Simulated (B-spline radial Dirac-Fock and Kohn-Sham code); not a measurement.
Atomic SCF run for Dy

ΔSCF core binding energies without Breit or QED terms, calculated with an atomic code on a B-spline grid. Keys: rel is the Hamiltonian (dirac, or spin-free x2c and nr, where L3 and M5 stand for the whole 2p and 3d shells), method is hf or an exchange,correlation pair (spin-unpolarised, also for the hole states), nuc the nuclear model, radius_factor scales its radius, rmax is the box in bohr, h the logarithmic mesh step, order the B-spline order, points the quadrature points per cell, c_factor scales the speed of light, and damp, ndamp, maxit and tol steer the iteration. The run stops when the commutator error falls below 10·tol·max(1, Z/10), or the numerical noise floor, and the energy has settled to about 1e-8 Ha; the virial ratio is −V/T.

Input (task.json):

```json
{"items": [{"Z": 66, "q": 0, "cfg": [[1, 0, 2], [2, 0, 2], [2, 1, 6], [3, 0, 2], [3, 1, 6], [3, 2, 10], [4, 0, 2], [4, 1, 6], [4, 2, 10], [4, 3, 10], [5, 0, 2], [5, 1, 6], [6, 0, 2]], "A": 164, "rrms": 5.2218, "do": "settings", "holes": ["K", "L3", "M5"],
  "settings": [{"rel": "dirac", "method": "hf", "nuc": "fermi", "radius_factor": 1.0, "rmax": 45.0, "h": 0.3, "order": 8, "points": 10, "c_factor": 0.2227, "maxit": 90, "damp": 0.5, "ndamp": 3, "tol": 1e-08}]}]}
```

Command: `python xray2_run.py task.json out`

Ground-state iterations:

```
iter   energy (Ha)        error
   1   -14782.50615363  2.71e+01
   2   -14785.75453501  1.59e+01
   3   -15697.61184903  3.53e+00
   4   -15732.05656111  1.31e+00
   5   -15713.29171323  4.93e-01
   6   -15722.38552903  7.23e-01
   7   -15731.96449125  2.81e-01
   8   -15734.68564526  1.69e-01
   9   -15715.80246380  3.64e-01
  10   -15721.60916962  3.04e-01
  11   -15716.54341953  3.52e-01
  12   -15715.88666981  3.58e-01
  13   -15716.65051022  3.49e-01
  14   -15735.33303076  6.13e-02
  15   -15715.85577011  3.74e-01
  23   -15735.62559158  3.28e-04
  28   -15735.62567486  3.66e-07
```

The ground state converged in 28 iterations, with total energy -15735.62567 Ha, virial ratio 1.20847 and highest orbital energy -1.52 eV. ΔSCF binding energies: K (1s) 36636.6 eV, L3 (2p3/2) 11414.2 eV, M5 (3d5/2) 923.7 eV.

Question: One setting is unsound. Which, and why?

Answer: c_factor makes c so small that Zα exceeds 1, so any numbers that come out have no meaning. With the default settings (Dirac Hartree-Fock): The ground state converged in 13 iterations, with total energy -12161.50569 Ha, virial ratio 1.91191 and highest orbital energy -5.11 eV. ΔSCF binding energies: K (1s) 54026.5 eV, L3 (2p3/2) 7810.4 eV, M5 (3d5/2) 1299.1 eV.
